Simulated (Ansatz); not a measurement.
Frontier orbitals of C4HF7O (`FC1OC(F)(F)C(F)(F)C1(F)F`).

Total charge 0; spin multiplicity 1. The geometry is a stationary point of PBE0-D4/def2-TZVP. Basis def2-TZVPP, Ansatz 0.2.0.

Orbital energies of one run (eV). Highest occupied ones, from the top: -8.10, -8.83, -9.54, -9.89, -10.14, -10.30, -10.31, -10.55, -10.79, -11.08, -11.13, -11.38, -11.54, -11.74. Empty: -0.82, 0.09, 0.78, 0.94, 1.38, 2.60.

(1) Which functional gave them?
A. BHLYP
B. r2SCANh
C. PBE0
D. BLYP

## Answers

(1) D. HOMO energies: BLYP -8.10, r2SCANh -9.14, PBE0 -9.86, BHLYP -11.65 eV.
